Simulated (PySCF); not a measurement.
# `F/C=C/[C@@H]1C[C@H]1F`, C5H6F2

Geometry:
| atom | x (Å) | y (Å) | z (Å) |
| --- | --- | --- | --- |
| F1 | 3.260 | 0.196 | -0.951 |
| C2 | 2.216 | 0.348 | -0.120 |
| C3 | 0.998 | -0.032 | -0.466 |
| C4 | -0.172 | 0.114 | 0.407 |
| C5 | -1.278 | -0.920 | 0.370 |
| C6 | -1.510 | 0.434 | -0.202 |
| F7 | -2.322 | 1.290 | 0.478 |
| H8 | 2.504 | 0.799 | 0.817 |
| H9 | 0.836 | -0.474 | -1.439 |
| H10 | 0.029 | 0.568 | 1.369 |
| H11 | -1.185 | -1.749 | -0.313 |
| H12 | -1.764 | -1.161 | 1.302 |
| H13 | -1.615 | 0.587 | -1.269 |

Method used: PySCF 2.14.0, GIAO CAM-B3LYP/pcSseg-1 magnetisability, rotational g tensor and spin-rotation constants, non-relativistic, gas phase. Geometry: GFN2-xTB.

Give the nuclear spin-rotation constants along the inertial axes (H = +C I·J) beside the isotropic shieldings.

Rotational constants 8.3861, 1.0729, 1.0152 GHz. A star marks the isotopologue with that one atom substituted, in its own axes.
| atom | isotope | Caa (kHz) | Cbb (kHz) | Ccc (kHz) | mean (kHz) | σ (ppm) |
| --- | --- | --- | --- | --- | --- | --- |
| F1 | 19F | 9.500 | 0.619 | 1.150 | 3.756 | 306.4 |
| F7 | 19F | 4.096 | 0.576 | 0.082 | 1.585 | 407.7 |
| H8 | 1H | -0.869 | -0.079 | 0.071 | -0.292 | 24.7 |
| H9 | 1H | -0.908 | -0.101 | 0.057 | -0.317 | 26.9 |
| H10 | 1H | -0.889 | -0.112 | 0.006 | -0.332 | 30.2 |
| H11 | 1H | -0.915 | -0.037 | -0.079 | -0.344 | 31.3 |
| H12 | 1H | -0.609 | -0.097 | -0.044 | -0.250 | 30.4 |
| H13 | 1H | -0.881 | -0.112 | 0.058 | -0.312 | 27.4 |
| C2 | 13C* | 3.048 | 0.306 | 0.444 | 1.266 | 22.5 |
| C3 | 13C* | 2.936 | 0.206 | 0.376 | 1.173 | 62.8 |
| C4 | 13C* | 1.341 | 0.163 | 0.127 | 0.544 | 166.3 |
| C5 | 13C* | 0.951 | 0.197 | 0.127 | 0.425 | 168.8 |
| C6 | 13C* | 1.595 | 0.276 | 0.259 | 0.710 | 106.6 |

For the geometry as given, no vibrational averaging.

How do the rotational constants and the g tensor change when H8, H9, H10, H11, H12, H13 are replaced by deuterium?

Constants 6.5810, 1.0246, 0.9737 GHz; g -0.0103, -0.0079, -0.0108, against -0.0118, -0.0083, -0.0113 before.
